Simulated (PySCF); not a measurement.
C2H8FNSi, SMILES [C@H](C)(N)[SiH2]F.

Geometry: PBE-D3(BJ)/def2-SVP. The structure was generated by enumeration; whether it is a known compound was not checked. Other conformers were not sampled.

All values below come from PySCF with PBE-D3(BJ)/def2-SVP.

Frequencies are harmonic and unscaled.

| mode | ν (cm⁻¹) | IR (km/mol) | moving atoms (share of kinetic energy) |
|---|---|---|---|
| 1 | 85 | 1.3 | F 37 %, H 22 %, Si 15 %, N 15 %, C 13 % |
| 2 | 128 | 2.9 | F 35 %, N 20 %, H 20 %, C 16 %, Si 9 % |
| 3 | 222 | 11.1 | H 75 %, C 10 % |
| 4 | 263 | 22.4 | H 76 %, N 14 % |
| 5 | 264 | 10.5 | H 43 %, C 28 %, F 12 %, Si 11 % |
| 6 | 332 | 9.1 | H 48 %, C 17 %, Si 14 %, F 14 % |
| 7 | 411 | 14.1 | H 43 %, C 33 %, N 21 % |
| 8 | 571 | 44.3 | H 52 %, Si 25 %, C 11 %, N 11 % |
| 9 | 669 | 72.3 | H 48 %, C 29 %, Si 20 % |
| 10 | 713 | 0.4 | H 89 % |
| 11 | 808 | 84.4 | H 72 %, N 20 % |
| 12 | 820 | 20.7 | F 48 %, H 34 %, Si 18 % |
| 13 | 889 | 179.3 | H 64 %, Si 16 %, C 11 % |
| 14 | 907 | 63.5 | H 57 %, C 28 %, N 10 % |
| 15 | 919 | 93.0 | H 82 %, Si 13 % |
| 16 | 977 | 31.9 | H 76 %, C 17 % |
| 17 | 1016 | 4.9 | H 59 %, C 38 % |
| 18 | 1107 | 4.0 | C 44 %, H 36 %, N 20 % |
| 19 | 1173 | 5.2 | H 78 %, C 18 % |
| 20 | 1284 | 7.0 | H 56 %, C 37 % |
| 21 | 1296 | 6.6 | H 74 %, C 23 % |
| 22 | 1341 | 5.7 | H 76 %, C 24 % |
| 23 | 1408 | 6.4 | H 96 % |
| 24 | 1429 | 4.7 | H 96 % |
| 25 | 1577 | 21.7 | H 92 % |
| 26 | 2164 | 119.7 | H 97 % |
| 27 | 2187 | 113.2 | H 96 % |
| 28 | 2832 | 68.9 | H 93 % |
| 29 | 2955 | 25.2 | H 97 % |
| 30 | 3033 | 19.1 | H 91 %, C 9 % |
| 31 | 3061 | 12.5 | H 91 %, C 9 % |
| 32 | 3387 | 3.4 | H 95 % |
| 33 | 3478 | 2.3 | H 92 %, N 8 % |
